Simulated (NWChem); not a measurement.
Molecule: C3H3NO; SMILES c1cocn1

All runs: NWChem. Pople sets run with spherical d functions. B3LYP is NWChem's, with the RPA form of VWN correlation. Each level has its own optimisation; frequencies are unscaled. Brackets give each atom's bonded neighbours.

For level PBE0/def2-SVP:

| Item | Result |
|---|---|
| lowest (cm⁻¹) | 643 |

Task: Estimate the same quantities for level B3LYP/6-31G*.

Result: The lowest (cm⁻¹) is 628.
